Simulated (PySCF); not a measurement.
Precursor series Zn Cl-NH2. Gas-phase values, no solvent. One relaxed conformer stands for each flexible species; it need not be the lowest.

The numbers are results of PySCF with PBE-D3(BJ)/def2-TZVP // PBE-D3(BJ)/def2-SVP, not measurements. All candidates: neutral, multiplicity 1. 

| Property | Value |
|---|---|
| LUMO | -1.22 eV |
| HOMO–LUMO gap | 4.31 eV |
| HOMO | -5.53 eV |

Question: Name which member has these values.
A. [Zn(NH2)2]
B. [Zn(Cl)2]
C. [Zn(Cl)(NH2)]

Answer: A, [Zn(NH2)2]. The others give [Zn(Cl)2]: -2.70 eV, 5.05 eV, -7.74 eV; [Zn(Cl)(NH2)]: -1.90 eV, 4.29 eV, -6.19 eV
